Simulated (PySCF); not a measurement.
EPR parameters of C6H10N

Compound: C₆H₁₀N (doublet state).
Geometry (GFN2-xTB, Å), atoms numbered from 1 in this order:
```xyz
17
C6H10N angstrom
C     -2.8210    0.1004    0.5787
C     -1.3502   -0.0205    0.6279
C     -0.3047    0.6428    1.0968
C      0.7729   -0.3037    0.6199
C      1.7469    0.2569   -0.4170
N      2.7119    1.1990    0.1165
C     -0.4346   -1.1096    0.0709
H     -3.1450    0.9862    1.1198
H     -3.2902   -0.7775    1.0243
H     -3.1622    0.1742   -0.4550
H      1.3169   -0.8055    1.4245
H      2.3011   -0.5688   -0.8759
H      1.1835    0.7708   -1.2010
H      3.2630    0.7600    0.8477
H      2.2217    1.9826    0.5365
H     -0.4486   -1.1919   -1.0151
H     -0.5685   -2.0835    0.5402
```

The hyperfine couplings belong to this conformer and change with its torsions.

The species is `CC1=[C][C@H](CN)C1` [radical].

Theory: UKS B3LYP, pcH-1 on C H N, non-relativistic, mean-field spin-orbit, GIAO in PySCF 2.14.0. The structure is a single GFN2-xTB conformer in the gas phase; no vibrational or solvent corrections. Couplings are sensitive to structure, and on GFN2-xTB geometries they can be far from those on DFT ones. Stability of the SCF solution: not tested.

```json
{
 "g1, g2, g3": "2.00138, 2.00213, 2.00320",
 "g_iso": "2.00224",
 "Form of g": "rhombic: the two nearest values differ by 41 % of g3 − g1",
 "⟨S²⟩": "0.7569 (exact 0.7500)",
 "HOMO–LUMO gap, α and β orbitals": "6.59, 3.94 eV",
 "Total energy": "-289.29719 Eh"
}
```

Isotropic coupling and dipolar principal values T1 to T3, in 10⁻⁴ cm⁻¹; ρ(0) is the spin density at the nucleus (1 × 10⁻⁴ cm⁻¹ = 2.998 MHz):

```
atom  isotope  a_iso     T1     T2    T3  Mulliken spin population  ρ(0) (bohr⁻³)
  C1      13C    2.7   -0.4   -0.4   0.8                      0.01         0.0072
  C2      13C    2.9   -8.4   -0.7   9.1                     -0.08         0.0077
  C3      13C  111.8  -24.2  -18.4  42.6                      0.90         0.2981
  C4      13C    9.5   -4.8   -4.0   8.8                      0.05         0.0254
  C5      13C   -0.3   -0.4   -0.2   0.6                      0.00        -0.0007
  N6      14N    0.0   -0.1    0.0   0.1                      0.00         0.0003
  C7      13C   32.3   -3.1   -2.5   5.6                      0.09         0.0862
  H8       1H    1.1   -1.0   -0.8   1.9                      0.01         0.0007
  H9       1H   -2.6   -0.7   -0.5   1.2                      0.00        -0.0018
 H10       1H   -3.0   -0.7   -0.5   1.2                      0.00        -0.0020
 H11       1H   -0.9   -2.8   -1.4   4.2                      0.00        -0.0006
 H12       1H    1.7   -0.7   -0.5   1.2                      0.00         0.0011
 H13       1H   -0.1   -1.1   -0.8   1.9                      0.00        -0.0001
 H14       1H    0.0   -0.5   -0.5   1.0                      0.00         0.0000
 H15       1H    0.1   -1.2   -0.9   2.1                      0.00         0.0001
 H16       1H    6.8   -1.8   -0.3   2.1                      0.01         0.0045
 H17       1H    7.0   -1.8   -0.3   2.1                      0.01         0.0047
```

The largest Mulliken spin populations are on C3 (+0.90), C7 (+0.09) and C2 (-0.08). No atom but C3 exceeds +0.15. The positive populations add up to 1.09 and the negative ones to -0.09, together 2S = 1.

Under fast tumbling the dipolar parts average out, and these isotropic splittings remain: 1 × 1H (H17, I = 1/2, 2 lines) with 0.75 mT, 1 × 1H (H16, I = 1/2, 2 lines) with 0.72 mT, 1 × 1H (H12, I = 1/2, 2 lines) with 0.18 mT, 3 × 1H (H8/H9/H10, I = 1/2, 4 lines) with 0.16 mT and 1 × 1H (H11, I = 1/2, 2 lines) with 0.09 mT.

Means are taken over nuclei equivalent by connectivity, which assumes that they swap fast. The three 1H nuclei of mean -4.5 MHz run from -9.1 to 3.3 MHz in the frozen geometry.

The 13C coupling of C3 (335.2 MHz) shows only in satellite lines or after enrichment, since that isotope makes up about 1.07 % of natural carbon.
